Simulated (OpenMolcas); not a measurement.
neutral rhenium: effect of the basis set

```
Program             : OpenMolcas
Method              : SS-CASPT2, IPEA 0.25 Eh, imaginary shift 0.1 Eh (closed shells correlated: 5s 5p)
Active space        : 7 electrons in 6 orbitals (5d 6s)
State averaging     : 2S+1 = 6 even, 6 roots; 2S+1 = 4 even, 59 roots kept (CI in the orbitals of an earlier block); 2S+1 = 2 even, 53 roots kept (CI in the orbitals of an earlier block)
Spin-orbit coupling : RASSI with atomic mean-field integrals over the reference wave functions, term energies averaged over their components
```

A. ANO-RCC-VTZP [8s7p5d3f2g1h], DKH2, point nucleus; CASPT2 step about 100 core-seconds
B. ANO-R3 [10s7p6d4f2g1h], X2C, finite nucleus; CASPT2 step of the order of 2.1 core-minutes
C. ANO-RCC-VQZP [9s8p6d4f3g2h], DKH2, point nucleus; CASPT2 step about 2.6 core-minutes

Energies in cm⁻¹ above 5d⁵ 6s² ⁶S_5/2, the measured ground level; measured values from NIST Handbook of Basic Atomic Spectroscopic Data.

```tsv
Level	A	B	C	Measured
5d⁵ 6s² ⁶S_5/2	0.0	0.0	0.0	0.0
5d⁶ 6s ⁶D_9/2	14540	14230	14180	11755
5d⁶ 6s ⁶D_7/2	17310	16970	16930	14217
5d⁵ 6s² ⁴G_5/2 [62 %]	17780	17170	17250	
5d⁵ 6s² ⁴G_7/2 [51 %]	18340	17640	17760	
5d⁵ 6s² ⁴G_11/2	19110	18420	18520	16307
5d⁶ 6s ⁶D_5/2 [65 %]	19280	18830	18850	15770
5d⁵ 6s² ⁴G_9/2	19450	18760	18860	16619
5d⁵ 6s² ⁴D_7/2 [61 %]	19920	19180	19330	
5d⁶ 6s ⁶D_3/2 [68 %]	20440	19980	20010	16328
5d⁵ 6s² ⁴D_5/2 [52 %]	23510	22890	23030	
5d⁵ 6s² ²D_3/2	27170	26440	26550	
5d⁵ 6s² ²F_7/2(1) [54 %]	27250	26440	26590	
5d⁵ 6s² ²I_11/2 [74 %]	27620	26450	26630
```

Deviations, from unrounded energies. A percentage is the sum of absolute deviations over the sum of measured energies, with the sign that they share, or ± where signs differ.

| Against measurement | Levels | A | B | C |
| --- | --- | --- | --- | --- |
| mean absolute deviation (cm-1) | 6 | 3200 | 2700 | 2700 |
| other terms of the ground configuration (%) | 2 | +17.1 | +12.9 | +13.5 |
| other configurations (%) | 4 | +23.2 | +20.6 | +20.5 |

B, C lie about equally close to measurement and A furthest from it. The largest miss of B in the table is 5d⁶ 6s ⁶D_3/2 [68 %], by +3700 cm-1. The ranking rests on the paired levels alone, and a cruder setting can come out closer through cancelling errors.

The two smallest mean deviations differ by little beside CASPT2's spread within terms, so their order carries little weight.

Among A to C the level of the table that moves most is 5d⁵ 6s² ²I_11/2 [74 %], by 1200 cm-1 (lowest in B, highest in A). Moves below CASPT2's spread within the term are not significant.

Term energies are means over components that CASPT2 splits; among the terms shown or strongly mixed into the levels shown the widest spread is 510 cm-1 (5d⁵ 6s² ⁴G, A). Terms from blocks run as CI alone lack orbitals of their own. Configurations are named by rounded mean occupations; where the s occupation lies near a half they are strongly mixed, a name can repeat and a true partner stay unpaired. A single d shell beside an s shell can misplace configurations of different d count against each other. The CASPT2 spread within a term exceeds the gap to the next term for 5d⁵ 6s² ⁴G and 5d⁵ 6s² ⁴P, 5d⁵ 6s² ²F(1) and 5d⁵ 6s² ²I, so the order of their levels is uncertain, and so are names and mixing where such terms share a J (figures for A; the like holds for B). Some terms miss by over 15 % even with CASPT2, which points to a basis or an active space too small for the shells correlated (holds for A). Measured partners are found by configuration, term and J. A level has none where our copy of the source lacks it or the pairing is in doubt (some pairs that miss far off the trend of their configuration count as doubtful), and it then counts in no deviation. Levels of configurations outside the active space are missing. The table leaves out levels that lie high or whose names do not pair safely across all columns.

A share in square brackets marks a mixed level and gives the weight of the term that names it, the lowest over the columns. A number in round brackets counts repeated terms of one configuration in the order of the reference energies.
